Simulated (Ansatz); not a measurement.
cerium atom (Ce), triplet (core potentials on Ce). Base run: B3LYP/def2-SVP (Ansatz, a quantum-chemistry and plane-wave program).

Here is a job for Ansatz.
Ansatz 0.2 input:
```yaml
crystal:
  periodic: [false, false, false]
  atoms:
    - {symbol: Ce, position_ang: [0.00000000, 0.00000000, 0.00000000]}
basis:
  gaussian:
    orbitals: def2-SVP
hamiltonian:
  xc: b3lyp
magnetization: {spin_polarized: true, initial_magnetization: 2}
```

Each row names what was changed in the base input (with any setting that the change needs).

```csv
change,ΔE vs base (mEh),outcome
base,0.000,converged
fitting.mean_field = def2-universal-JKFIT,-0.007,converged
"final_grid = 4, 8, 17",0.001,converged
"point_charge = charge:0.5 position_ang:-0.4663, -2.2665, -1.9094",-18.089,converged
accuracy = high,-,cut at the time limit
lower_state_search = full,0.000,converged
forces = on,-0.004,converged
lower_state_search = light,0.000,converged
```
